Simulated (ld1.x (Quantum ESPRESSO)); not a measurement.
Which change was made? (Sn, TM)

Sn (Z = 50), norm-conserving Troullier–Martins (Kleinman–Bylander form), made with ld1.x (Quantum ESPRESSO) 7.5 (PBE, scalar-relativistic). Core [Kr], reference 4d10 5s1.75 5p2.25. Waves: 5p (bound): rc 2.55 bohr; 4d (bound): rc 0.90 bohr; 4f channel at 0.05 Ry: rc 2.40 bohr; 5s (bound): rc 1.60 bohr. Local part: the s channel. Core correction: Bessel-smoothed model core inside 0.55 bohr.

Cutoffs, loose and tight: the cutoffs (Ry, on a coarse ladder) from which the occupation-weighted sum of valence levels, in a spherical-Bessel basis at the reference potential, stays within 10 and 1 mRy of its value at 400 Ry. They do not see the model core or the augmentation charge, which bear on the density cutoff. Test errors are all-electron minus pseudo excitation energies from the reference, over the configurations 4d10 5s2 5p2; 4d10 5s2 5p1; 4d10 5s2 5p0; 4d10 5s2 5p2.3; 4d10 5s1 5p0; 4d9 5s2 5p3; 4d10 5s1 5p3; variants that change the core or the reference have their own tests. The largest error is taken over the tests solved by every variant that gives reliable tests at all, those not shown here included: 4d10 5s1 5p3; 4d10 5s2 5p0; 4d10 5s2 5p1; 4d10 5s2 5p2.3; 4d9 5s2 5p3.

The base gives: outcome: generated; cutoff, loose: 160 Ry; cutoff, tight: 300 Ry; bound ghosts: none; largest test error (meV): -299.

Question: After one change the result is: outcome: generated; cutoff, loose: 200 Ry; cutoff, tight: over 300 Ry; bound ghosts: none; largest test error (meV): -299. Which change was it?
A. wave 4d (bound): rc 0.90 bohr becomes 4d (bound): rc 0.60 bohr
B. wave 4d (bound): rc 0.90 bohr becomes 4d (bound): rc 1.06 bohr
C. wave 4d (bound): rc 0.90 bohr becomes 4d (bound): rc 0.86 bohr

Answer: C. The others give: wave 4d (bound): rc 0.90 bohr becomes 4d (bound): rc 1.06 bohr → outcome: generated; cutoff, loose: 100 Ry; cutoff, tight: 160 Ry; bound ghosts: none; largest test error (meV): -300 | wave 4d (bound): rc 0.90 bohr becomes 4d (bound): rc 0.60 bohr → outcome: failed: run_pseudo: Errors in PS-KS equation.
